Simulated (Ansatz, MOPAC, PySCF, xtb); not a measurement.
Isomers of C4H4: 1 is C#CC=C, 2 is C=C=C=C; one conformer of each (the lowest of an xTB search), B3LYP-D3(BJ)/def2-TZVP minima.
Isomer 1 (charge 0, multiplicity 1):
```xyz
8

C      1.730     1.171    -0.369
C      0.663     0.688    -0.094
C     -0.608     0.154     0.241
C     -0.946    -1.129     0.105
H      2.675     1.589    -0.615
H     -1.333     0.862     0.632
H     -1.933    -1.475     0.380
H     -0.248    -1.860    -0.281
```
Isomer 2 (charge 0, multiplicity 1):
```xyz
8

C     -1.94089    -0.01801    -0.13877
C     -0.63089    -0.00565    -0.20363
C      0.63090     0.00566    -0.26649
C      1.94090     0.01801    -0.33138
H     -2.53619    -0.58463    -0.84596
H     -2.47405     0.53793     0.62427
H      2.47401    -0.53745    -1.09478
H      2.53622     0.58415     0.37616
```

No zero-point or thermal terms.

The state that PM3 reach isn't checked.

The values were computed with Ansatz (a quantum-chemistry and plane-wave program) with Gaussian orbitals; MOPAC for PM3 (differences of heats of formation); PySCF for the dispersion terms; xtb for the GFN methods. Values without a source in brackets are computed.

Task: One of these levels gives 0.069 eV for the electronic energy of isomer 2 less that of isomer 1. Which one is it?
A. GFN1-xTB
B. BLYP-D3(BJ)/def2-TZVPP
C. PBE0/def2-TZVPP
D. PM3

Result: B, BLYP-D3(BJ)/def2-TZVPP. The others give 0.520 (PM3), 0.257 (GFN1-xTB), 0.157 (PBE0/def2-TZVPP)
